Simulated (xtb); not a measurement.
F₆Nb (SMILES [F][Nb-]([F])([F])([F])([F])[F]), charge -1, singlet, from a rough starting geometry (GFN-xTB shapes and energies of metal compounds can be far from the true ones); xtb with GFN2-xTB.

Input for xtb:
```
$ xtb mol.xyz --gfn 2 --chrg -1 --opt vtight --json

# file mol.xyz
7

Nb     0.01326012     0.02696636    -0.02475052
F      1.06579293    -0.44116106    -1.41910984
F     -1.05635144     0.43575429     1.37304333
F     -1.14385980     0.77941797    -1.23861694
F     -0.91037088    -1.54922138    -0.18517468
F      0.90410920     1.65354400     0.14496839
F      1.10824471    -0.79760318     1.19680546
```

It wrote (shortened):

```
   ID    Z sym.   atoms
    1   41 Nb     1
    2    9 F      2-7

           -------------------------------------------------
          |                Calculation Setup                |
           -------------------------------------------------

           -------------------------------------------------
          |                 G F N 2 - x T B                 |
           -------------------------------------------------

          ...................................................
          :                      SETUP                      :
          :.................................................:
          :  # basis functions                  34          :
          :  # atomic orbitals                  33          :
          :  # shells                           15          :
          :  # electrons                        48          :
          :  max. iterations                   250          :
          :  Hamiltonian                  GFN2-xTB          :
          :  restarted?                      false          :
          :  GBSA solvation                  false          :
          :  PC potential                    false          :
          :  electronic temp.          300.0000000     K    :
          :  accuracy                    1.0000000          :
          :  -> integral cutoff          0.2500000E+02      :
          :  -> integral neglect         0.1000000E-07      :
          :  -> SCF convergence          0.1000000E-05 Eh   :
          :  -> wf. convergence          0.1000000E-03 e    :
          :  Broyden damping             0.4000000          :
          :  net charge                         -1          :
          :  unpaired electrons                  0          :
          ...................................................

 iter      E             dE          RMSdq      gap      omega  full diag
   1     -9.5466859 -0.954669E+01  0.312E+01    1.71       0.0  T
   2    -20.3677172 -0.108210E+02  0.264E+01   37.10       1.0  T
   3    -25.6255540 -0.525784E+01  0.176E+01   16.00       1.0  T
   4    -28.2987513 -0.267320E+01  0.133E+01   10.44       1.0  T
   5    -22.3121848  0.598657E+01  0.205E+01   27.07       1.0  T
   6    -19.3663205  0.294586E+01  0.273E+01    1.82       1.0  T
   7    -18.8899056  0.476415E+00  0.272E+01    1.81       1.0  T
   8    -28.8271415 -0.993724E+01  0.114E+01    2.89       1.0  T
   9    -29.1470309 -0.319889E+00  0.106E+01    2.99       1.0  T
  10    -30.8339278 -0.168690E+01  0.271E+00    5.33       1.0  T
  11    -30.3932442  0.440684E+00  0.585E+00    6.57       1.0  T
  12    -30.5823828 -0.189139E+00  0.484E+00    6.13       1.0  T
  13    -30.5502741  0.321088E-01  0.495E+00    6.22       1.0  T
  14    -30.3520641  0.198210E+00  0.603E+00    6.66       1.0  T
  15    -30.5987044 -0.246640E+00  0.446E+00    6.11       1.0  T
  16    -30.9039393 -0.305235E+00  0.826E-01    5.02       1.0  T
  17    -30.9146035 -0.106642E-01  0.407E-01    4.72       1.0  T
  18    -30.9154427 -0.839224E-03  0.275E-01    4.74       1.0  T
  19    -30.9159573 -0.514548E-03  0.176E-01    4.77       1.0  T
  20    -30.9150488  0.908544E-03  0.306E-01    4.73       1.0  T
  21    -30.9158790 -0.830207E-03  0.162E-01    4.76       1.0  T
  22    -30.9158391  0.398488E-04  0.170E-01    4.76       1.0  T
  23    -30.9158163  0.228489E-04  0.159E-01    4.76       1.0  T
  24    -30.9161546 -0.338313E-03  0.133E-02    4.80       2.8  T
  25    -30.9161506  0.392832E-05  0.226E-02    4.79       1.7  T
  26    -30.9161563 -0.568036E-05  0.776E-03    4.80       4.9  T
  27    -30.9161570 -0.682364E-06  0.378E-03    4.80      10.0  T
  28    -30.9161572 -0.157347E-06  0.189E-03    4.80      20.0  T
  29    -30.9161572 -0.459940E-07  0.705E-04    4.80      53.6  T
  30    -30.9161572 -0.902958E-08  0.313E-05    4.80    1206.3  T

   *** convergence criteria satisfied after 30 iterations ***

         :::::::::::::::::::::::::::::::::::::::::::::::::::::
[...]
         :: total energy             -30.882342655878 Eh    ::
 * total energy  :   -30.8823427 Eh     change       -0.1965006E-10 Eh
 * total energy  :   -30.8843082 Eh     change       -0.1965574E-02 Eh
 * total energy  :   -30.8847507 Eh     change       -0.4424915E-03 Eh
 * total energy  :   -30.8848780 Eh     change       -0.1272553E-03 Eh
 * total energy  :   -30.8849007 Eh     change       -0.2274832E-04 Eh
 * total energy  :   -30.8849070 Eh     change       -0.6312117E-05 Eh
 * total energy  :   -30.8849088 Eh     change       -0.1779516E-05 Eh
 * total energy  :   -30.8849093 Eh     change       -0.4417484E-06 Eh
 * total energy  :   -30.8849093 Eh     change       -0.1507086E-07 Eh
   *** GEOMETRY OPTIMIZATION CONVERGED AFTER 9 ITERATIONS ***
         :: total energy             -30.884909273353 Eh    ::
[...]
        14        2.0000           -0.3458352              -9.4107
        15        2.0000           -0.3458300              -9.4105
        16        2.0000           -0.3380327              -9.1983
        17        2.0000           -0.3380283              -9.1982
        18        2.0000           -0.3380279              -9.1982
        19        2.0000           -0.3358953              -9.1402
        20        2.0000           -0.3358946              -9.1402
        21        2.0000           -0.3358863              -9.1399
        22        2.0000           -0.3350214              -9.1164
        23        2.0000           -0.3350173              -9.1163
        24        2.0000           -0.3350170              -9.1163 (HOMO)
        25                         -0.1619002              -4.4055 (LUMO)
        26                         -0.1618993              -4.4055
        27                         -0.1618910              -4.4053
        28                          0.3348371               9.1114
        29                          0.3349233               9.1137
        30                          0.4778141              13.0020
        31                          0.6278433              17.0845
        32                          0.6278563              17.0848
        33                          0.6278805              17.0855
      -------------------------------------------------------------
                  HL-Gap            0.1731168 Eh            4.7107 eV
             Fermi-level           -0.2484586 Eh           -6.7609 eV

     #   Z          covCN         q      C6AA      α(0)
     1  41 Nb       4.024     0.738   161.948    19.753
     2   9 F        0.671    -0.290    12.224     4.127
     3   9 F        0.671    -0.290    12.224     4.127
     4   9 F        0.671    -0.290    12.224     4.127
     5   9 F        0.671    -0.290    12.224     4.127
     6   9 F        0.671    -0.290    12.224     4.127
     7   9 F        0.671    -0.290    12.224     4.127

 Mol. C6AA /au·bohr⁶  :       1121.981789
 Mol. C8AA /au·bohr⁸  :      53150.772440
 Mol. α(0) /au        :         44.516727

Wiberg/Mayer (AO) data.
largest (>0.10) Wiberg bond orders for each atom

 ---------------------------------------------------------------------------
     #   Z sym  total        # sym  WBO       # sym  WBO       # sym  WBO
 ---------------------------------------------------------------------------
     1  41 Nb   6.204 --     6 F    1.034     3 F    1.034     2 F    1.034
                             4 F    1.034     7 F    1.034     5 F    1.034
     2   9 F    1.226 --     1 Nb   1.034
     3   9 F    1.226 --     1 Nb   1.034
     4   9 F    1.226 --     1 Nb   1.034
     5   9 F    1.226 --     1 Nb   1.034
     6   9 F    1.226 --     1 Nb   1.034
     7   9 F    1.226 --     1 Nb   1.034
 ---------------------------------------------------------------------------

Topologies differ in total number of bonds
Writing topology from bond orders to xtbtopo.mol

molecular dipole:
                 x           y           z       tot (Debye)
 q only:        0.005      -0.029       0.041
   full:        0.005      -0.029       0.041       0.129
molecular quadrupole (traceless):
                xx          xy          yy          xz          yz          zz
 q only:        0.001       0.001       0.000      -0.001       0.002      -0.001
  q+dip:        0.001       0.001       0.000      -0.001       0.002      -0.001
   full:        0.001       0.001       0.000      -0.001       0.002      -0.001

optimized geometry written to: xtbopt.xyz

           -------------------------------------------------
          | TOTAL ENERGY              -30.884909273353 Eh   |
          | GRADIENT NORM               0.000040015469 Eh/α |
          | HOMO-LUMO GAP               4.710748726109 eV   |
           -------------------------------------------------

normal termination of xtb
```
